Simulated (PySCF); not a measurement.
These are PBE-D3(BJ)/def2-TZVP // M06-2X/def2-TZVP in PySCF 2.14.0 values and carry that method's errors. Isolated molecules, 0 K electronic values unless said otherwise. One relaxed conformer stands for a flexible species; it need not be the lowest. Excitations are Tamm–Dancoff values on a coarser integration grid. The basis has no diffuse functions, so Rydberg states are missing or too high.

Reference species (SMILES): `BC(=O)O` (neutral, multiplicity 1).

| Quantity | Value |
|---|---|
| HOMO | -6.77 eV |
| HOMO–LUMO gap | 3.65 eV |
| brightest of the four lowest singlets (TDA) | 4.32 eV |
| T1 excitation (TDA) | 3.26 eV |

Changed species: `BC#CC` (X = propynyl; the reference has X = carboxy).

Q: What does the change do to the HOMO, HOMO–LUMO gap, brightest of the four lowest singlets (TDA) and T1 excitation (TDA)?

A: the HOMO goes up by 0.48 eV, to -6.29 eV; the HOMO–LUMO gap falls by 0.28 eV, to 3.37 eV; the brightest of the four lowest singlets (TDA) rises by 1.01 eV, to 5.33 eV; the T1 excitation (TDA) falls by 0.12 eV, to 3.14 eV.
